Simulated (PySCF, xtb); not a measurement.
BrFH2O2Si, SMILES O[Si](O)(F)Br.

GFN2-xTB (xtb) at its own geometry gives an orbital gap of 7.80 eV and a dipole moment of 5.84 D.

The structure is a stationary point at r2SCAN-D4/def2-SVP. The geometry has at least one imaginary mode, so it is a saddle point at that level. The structure was generated by enumeration, and PubChem lists no compound with its InChIKey, so it may never have been made. One conformer was computed; it need not be the lowest.

Problem. What does PBE0/def2-TZVP (PySCF) give? (An estimate is asked for; the answer gives what the named calculation found.)

Solution. gap 8.83 eV (levels -8.83 and 0.00 eV), dipole 2.19 D.
